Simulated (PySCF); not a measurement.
# Strontium: a sound run and one with changed settings

Sound run: Sr+ [Kr] 5s1, Sr(2+) [Kr]. Calculation: PySCF 2.14, in def2-TZVP with the def2 core potential (28 electrons); a scalar-relativistic core potential. The sound run starts from symmetry-adapted Hartree-Fock orbitals and uses a fine grid where one is needed.

Changed run: radial step 0.5 in ln r (0.13 in the sound run). This setting is unsound on purpose.

| species | method | sound run (hartree) | changed run (hartree) | converged |
| --- | --- | --- | --- | --- |
| Sr+ | UHF | -30.17277 | -30.17277 | yes |
| Sr+ | LDA | -30.36392 | -30.35780 | yes |
| Sr+ | B3LYP | -30.49181 | -30.48202 | yes |
| Sr(2+) | UHF | -29.78903 | -29.78903 | yes |
| Sr(2+) | LDA | -29.94745 | -29.94056 | yes |
| Sr(2+) | B3LYP | -30.07816 | -30.06746 | yes |

Ionisation energy of Sr+:

| method | sound run (eV) | changed run (eV) |
| --- | --- | --- |
| UHF | 10.442 | 10.442 |
| LDA | 11.333 | 11.354 |
| B3LYP | 11.256 | 11.281 |

A coarse radial grid mis-integrates the density and the exchange-correlation energy, with errors of either sign; Hartree-Fock needs no grid.

For comparison, NIST gives 11.030 eV between the lowest levels.
